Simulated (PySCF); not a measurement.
Correlation energy of Sn⁺ (tin, charge +1)

[Kr] 4d10 5s2 5p1, 2P determinant. Computed with PySCF 2.14 in aug-cc-pVTZ-PP with ECP28MDF, with scalar relativity through the core potential. Frozen: 4s2 4p6 4d10; 3 electrons correlated.

| level | correlation energy (mhartree) |
| --- | --- |
| CCSD | -44.16 |
| (T) | -0.68 |
| CCSD(T) | -44.84 |
| CCSDT | -45.07 |

Diagnostics: T1 = 0.011, D1 = 0.0241, largest double amplitude 0.093.

Cost of the coupled-cluster step: roughly 1.5 core-seconds, for 3 correlated electrons.
